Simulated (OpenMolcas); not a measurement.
# Levels of Kr⁴⁺ by method

```
Program             : OpenMolcas
Basis               : ANO-RCC-VQZP [7s6p4d2f1g]
Scalar Hamiltonian  : DKH2, point nucleus
Active space        : 2 electrons in 3 orbitals (4p)
State averaging     : 2S+1 = 3 even, 3 roots; 2S+1 = 1 even, 6 roots
Spin-orbit coupling : state interaction with AMFI integrals over the reference wave functions, term energies averaged over their components
```

Methods on the same reference wave functions:
A. CASSCF
B. SS-CASPT2, IPEA 0.25 Eh, imaginary shift 0.1 Eh (closed shells correlated: 3d 4s)

Energies in cm-1 above 4s2 4p2 3P0, the measured ground level; measured values from Saloman, J. Phys. Chem. Ref. Data 36, 215 (2007).

```csv
Level,A,B,Measured
4s2 4p2 3P0,0.0,0.0,0.0
4s2 4p2 3P1,3166,3330,3743
4s2 4p2 3P2,6966,6940,7595
4s2 4p2 1D2,21909,19110,19723
4s2 4p2 1S0,45602,39050,39204
```

Deviations, from unrounded energies. A percentage is the sum of absolute deviations over the sum of measured energies, with the sign that they share, or ± where signs differ.

| Against measurement | Levels | A | B |
| --- | --- | --- | --- |
| mean absolute deviation (cm-1) | 4 | 2400 | 460 |
| fine structure of the ground term (%) | 2 | -10.6 | -9.5 |
| other terms of the ground configuration (%) | 2 | +14.6 | -1.3 |

B lies closest to measurement on these levels. The largest miss of B in the table is 4s2 4p2 3P2, by -660 cm-1. The ranking rests on the paired levels alone, and a cruder setting can come out closer through cancelling errors.

From A to B the spin-free energies of the other terms of 4s2 4p2 shown, above 3P, scale by factors of 0.80 to 0.82.

The lowest spin-free term lies below A's lowest term by 0.169 hartree in B.

Term energies are means over components that CASPT2 splits; among the terms shown or strongly mixed into the levels shown the widest spread is 100 cm-1 (4s2 4p2 1D, B). With the s shell closed, the reference lacks s² → p² mixing. Measured partners are found by configuration, term and J. A level has none where our copy of the source lacks it or the pairing is in doubt (some pairs that miss far off the trend of their configuration count as doubtful), and it then counts in no deviation. Levels of configurations outside the active space are missing.
